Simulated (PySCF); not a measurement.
2-fluoropent-1-en-3-yne (C5H5F), SMILES C=C(F)C#CC.

Geometry: PBE-D3(BJ)/def2-SVP.

All values below come from PBE-D3(BJ)/def2-SVP run with PySCF.

Harmonic, unscaled wavenumbers; measured fundamentals usually lie a few per cent lower.

Computed normal modes with their intensities:
```json
[
 {"mode": "1", "ν (cm⁻¹)": "18", "IR (km/mol)": "0.1", "moving atoms (share of kinetic energy)": "H 94 %"},
 {"mode": "2", "ν (cm⁻¹)": "111", "IR (km/mol)": "2.3", "moving atoms (share of kinetic energy)": "C 59 %, F 22 %, H 19 %"},
 {"mode": "3", "ν (cm⁻¹)": "154", "IR (km/mol)": "3.9", "moving atoms (share of kinetic energy)": "C 75 %, H 21 %"},
 {"mode": "4", "ν (cm⁻¹)": "316", "IR (km/mol)": "2.8", "moving atoms (share of kinetic energy)": "C 71 %, H 21 %"},
 {"mode": "5", "ν (cm⁻¹)": "353", "IR (km/mol)": "1.3", "moving atoms (share of kinetic energy)": "C 81 %, H 18 %"},
 {"mode": "6", "ν (cm⁻¹)": "395", "IR (km/mol)": "4.1", "moving atoms (share of kinetic energy)": "C 44 %, F 30 %, H 26 %"},
 {"mode": "7", "ν (cm⁻¹)": "553", "IR (km/mol)": "0.4", "moving atoms (share of kinetic energy)": "C 74 %, F 19 %"},
 {"mode": "8", "ν (cm⁻¹)": "617", "IR (km/mol)": "0.3", "moving atoms (share of kinetic energy)": "C 84 %, H 14 %"},
 {"mode": "9", "ν (cm⁻¹)": "684", "IR (km/mol)": "8.8", "moving atoms (share of kinetic energy)": "C 68 %, H 22 %, F 10 %"},
 {"mode": "10", "ν (cm⁻¹)": "691", "IR (km/mol)": "0.1", "moving atoms (share of kinetic energy)": "H 87 %, C 9 %"},
 {"mode": "11", "ν (cm⁻¹)": "812", "IR (km/mol)": "48.9", "moving atoms (share of kinetic energy)": "H 69 %, C 31 %"},
 {"mode": "12", "ν (cm⁻¹)": "916", "IR (km/mol)": "33.2", "moving atoms (share of kinetic energy)": "H 43 %, F 30 %, C 28 %"},
 {"mode": "13", "ν (cm⁻¹)": "987", "IR (km/mol)": "4.3", "moving atoms (share of kinetic energy)": "H 69 %, C 31 %"},
 {"mode": "14", "ν (cm⁻¹)": "989", "IR (km/mol)": "3.5", "moving atoms (share of kinetic energy)": "H 68 %, C 32 %"},
 {"mode": "15", "ν (cm⁻¹)": "1059", "IR (km/mol)": "33.0", "moving atoms (share of kinetic energy)": "C 70 %, H 24 %"},
 {"mode": "16", "ν (cm⁻¹)": "1292", "IR (km/mol)": "110.0", "moving atoms (share of kinetic energy)": "C 64 %, H 29 %"},
 {"mode": "17", "ν (cm⁻¹)": "1330", "IR (km/mol)": "1.0", "moving atoms (share of kinetic energy)": "H 83 %, C 16 %"},
 {"mode": "18", "ν (cm⁻¹)": "1352", "IR (km/mol)": "25.1", "moving atoms (share of kinetic energy)": "H 56 %, C 44 %"},
 {"mode": "19", "ν (cm⁻¹)": "1387", "IR (km/mol)": "9.0", "moving atoms (share of kinetic energy)": "H 97 %"},
 {"mode": "20", "ν (cm⁻¹)": "1389", "IR (km/mol)": "8.2", "moving atoms (share of kinetic energy)": "H 97 %"},
 {"mode": "21", "ν (cm⁻¹)": "1654", "IR (km/mol)": "92.7", "moving atoms (share of kinetic energy)": "C 92 %"},
 {"mode": "22", "ν (cm⁻¹)": "2279", "IR (km/mol)": "51.4", "moving atoms (share of kinetic energy)": "C 100 %"},
 {"mode": "23", "ν (cm⁻¹)": "2959", "IR (km/mol)": "18.3", "moving atoms (share of kinetic energy)": "H 97 %"},
 {"mode": "24", "ν (cm⁻¹)": "3041", "IR (km/mol)": "2.1", "moving atoms (share of kinetic energy)": "H 91 %, C 9 %"},
 {"mode": "25", "ν (cm⁻¹)": "3048", "IR (km/mol)": "1.4", "moving atoms (share of kinetic energy)": "H 91 %, C 9 %"},
 {"mode": "26", "ν (cm⁻¹)": "3112", "IR (km/mol)": "2.9", "moving atoms (share of kinetic energy)": "H 95 %"},
 {"mode": "27", "ν (cm⁻¹)": "3225", "IR (km/mol)": "0.0", "moving atoms (share of kinetic energy)": "H 89 %, C 11 %"}
]
```
